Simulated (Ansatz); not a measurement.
Spectroscopic constants of NaO-, multiplicity 3 (lowest of 2S+1 = 1, 3, 5 at CCSD(T)/def2-TZVPP on PBE0 minima; our sources give no spin for the ground state, which may be another).

The constants come from a fifth-degree fit in 1/R (seven points, main isotopes). Runs in def2 and cc sets follow the lowest solution found near the PBE0 minimum.

Correlated levels freeze the inner cores; with def2 sets outer-core shells near the valence are correlated too.

Run with Ansatz (Gaussian orbitals). 

**Question.** What bond length and harmonic frequency does BHLYP/def2-TZVPP give?

**Answer.** r_e = 2.119 Å, ω_e = 417 cm⁻¹.

**Question.** What bond length and harmonic frequency does wB97M-V/def2-TZVPP give?

**Answer.** r_e = 2.140 Å, ω_e = 401 cm⁻¹.

**Question.** What bond length and harmonic frequency does CCSD(T)/def2-QZVPP give?

**Answer.** r_e = 2.129 Å, ω_e = 419 cm⁻¹.

Ansatz is a program for electronic structure.
